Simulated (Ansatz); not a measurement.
One change: `O[SiH2][Si](O)(Cl)Cl` becomes `O[SiH2][Si](F)(Cl)Cl`.

Ansatz, PBE0-D4/def2-TZVP geometries, multiplicity 1. Each molecule was computed in one conformer, which needn't be the lowest.

| property | `O[SiH2][Si](O)(Cl)Cl` |
| --- | --- |
| HOMO–LUMO gap (PBE/def2-TZVPP) / eV | 5.20 |
| HOMO energy (PBE0/def2-TZVPP) / eV | -8.13 |
| HOMO–LUMO gap (ωB97M-V/def2-TZVPP) / eV | 11.13 |
| LUMO energy (B3LYP/def2-TZVPP) / eV | -1.00 |
| HOMO energy (ωB97M-V/def2-TZVPP) / eV | -10.19 |
| size of the dipole moment (ωB97M-V/def2-TZVPP) / D | 2.01 |

**Question.** What does the change do to each property? (An estimate is asked.)

**Answer.** Computed: 
| property | `O[SiH2][Si](F)(Cl)Cl` | shift |
| --- | --- | --- |
| HOMO–LUMO gap (PBE/def2-TZVPP) / eV | 5.52 | 0.32 |
| HOMO energy (PBE0/def2-TZVPP) / eV | -8.56 | -0.43 |
| HOMO–LUMO gap (ωB97M-V/def2-TZVPP) / eV | 11.39 | 0.26 |
| LUMO energy (B3LYP/def2-TZVPP) / eV | -1.14 | -0.14 |
| HOMO energy (ωB97M-V/def2-TZVPP) / eV | -10.60 | -0.41 |
| size of the dipole moment (ωB97M-V/def2-TZVPP) / D | 3.05 | 1.04 |

With PBE0 the HOMO falls by 0.43 eV and the LUMO falls by 0.14 eV, so the gap widens by about 0.29 eV. PBE moves the HOMO by -0.45 eV and ωB97M-V by -0.41 eV. Dipoles are sizes alone; their direction can turn.

B3LYP here is the variant with VWN-RPA as its local correlation; programs differ in this.
